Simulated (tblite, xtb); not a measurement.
C2H6N (SMILES C[N]C), doublet, at a GFN2-xTB geometry. Base run: GFN1-xTB (xtb 6.7.1).

Here is a job for xtb.
```
$ xtb mol.xyz --gfn 1 --uhf 1 --json

# file mol.xyz
9

C      1.21038693    -0.06406637    -0.15447247
N     -0.03444764     0.29146863    -0.69345432
C     -1.17764586     0.09419832     0.09441112
H      1.69188543    -0.78651789    -0.82594247
H      1.17367087    -0.48123491     0.86338227
H      1.86282087     0.81854994    -0.16149219
H     -0.98869500    -0.34877932     1.08415297
H     -1.88247399    -0.53875757    -0.45942133
H     -1.68933161     1.05710944     0.22084392
```

Programs used: tblite, xtb; a row that names a program was run with it.

Variants of this job, named by their change:

```csv
change,ΔE vs base (mEh),dipole (D),G_solv (kcal/mol),SCF cycles
base,0.000,1.96,-,8
alpb = benzene,-5.380,2.05,-3.45,8
program = tblite; method = gfn1; option = --spin-polarized,-9.677,-,-,-
etemp = 1000,0.000,1.96,-,8
"program = tblite; method = gfn1; option = (--efield, 0,0,0.1)",-1.407,-,-,-
program = tblite; method = gfn1,0.000,-,-,-
alpb = ch2cl2,-7.566,2.10,-4.97,8
file = coord,0.000,1.96,-,8
acc = 0.1,0.000,1.96,-,8
program = tblite; method = gfn1; option = --grad,0.000,-,-,-
"program = tblite; method = gfn1; option = (--etemp, 2000)",-0.107,-,-,-
```

ALPB and GBSA are two models with their own fitted parameters for each solvent, which aren't always the measured dielectric constant.
